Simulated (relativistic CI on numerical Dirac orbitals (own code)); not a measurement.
These numbers are calculated, not measured: Dirac-Coulomb-Breit CI, KLI orbitals optimised for each configuration, a model potential for QED, valence Slater integrals scaled by 0.85, P86 correlation estimate, and configurations built on the next ion tied to the tabulated ionisation energy (semi-empirical) (own radial code, finite nucleus).

CI space (outside the closed core [Ar] 3d10): 4s2 4p2, 4s2 4p 5s, 4s 4p3, 4s2 4p 5p, 4s2 4p 4d, 4s2 4p 5d, 4s2 4p 6s, 4s2 4p 4f, 4s2 4p 5f, 4s2 4p 6p, 4s2 4p 6d, 4s2 4p 5g, 4s2 4d2, 4s2 4p 6f, 4p4. Levels of other configurations are missing.

Configurations that consist of the next ion and one excited electron were tied to the tabulated ionisation energy; Rydberg ones are usually within 1,000 to 3,000 cm⁻¹ and the lowest ones within about 6,000 (9,000 in d shells), while levels on excited terms of the next ion carry the error of that term, and the other configurations can be misplaced by 10,000 cm⁻¹ or more. Rates follow the energies as ν³ (E1, M1) or ν⁵ (E2), so rates, branching and lifetimes can be off by large factors. The fine structure of a lone outer electron comes out too small, for d and f at times inverted, and misplaced configurations move strength between like terms. 24 of the 31 excited levels that our extract of the measured tables holds in this range could be paired (the sources list more); they are missed by 791 cm⁻¹ on average and 4694 at most, and levels without a partner can miss by more.

Outline of the computed level scheme of Ge I. Lowest level of each configuration: 4s2 4p2 3P_0 at 0.0000 eV; 4s2 4p 5s 3P°_0 at 4.6056 eV; 4s 4p3 5S°_2 at 4.6163 eV; 4s2 4p 5p 3D_1 at 5.6428 eV; 4s2 4p 4d 3D°_2 at 5.9703 eV; 4s2 4p 6s 3P°_1 at 6.4198 eV; 4s2 4p 6p 3D_1 at 6.8056 eV; 4s2 4p 5d 3D°_2 at 6.8442 eV.

Some strong electric-dipole decays among the lowest 45 levels: 4s2 4p 4d 1F°_3 → 4s2 4p2 1D_2 (2.5e+08 s⁻¹); 4s2 4p 5s 1P°_1 → 4s2 4p2 1D_2 (2.2e+08 s⁻¹); 4s2 4p 5s 3P°_0 → 4s2 4p2 3P_1 (2.2e+08 s⁻¹); 4s2 4p 5s 3P°_2 → 4s2 4p2 3P_2 (1.7e+08 s⁻¹); 4s2 4p 4d 3D°_3 → 4s2 4p2 3P_2 (1.4e+08 s⁻¹); 4s2 4p 4d 3D°_1 → 4s2 4p2 3P_0 (1.2e+08 s⁻¹); 4s2 4p 4d 3D°_2 → 4s2 4p2 3P_1 (1.1e+08 s⁻¹); 4s2 4p 4d 3P°_0 → 4s2 4p2 3P_1 (1.0e+08 s⁻¹).

Rates of lines that live on the mixing of spin multiplicities can be off by large factors.

LS names give the leading component of a level, which can be under half, so a name can repeat, a term be missing and a line seem to break the LS rules.
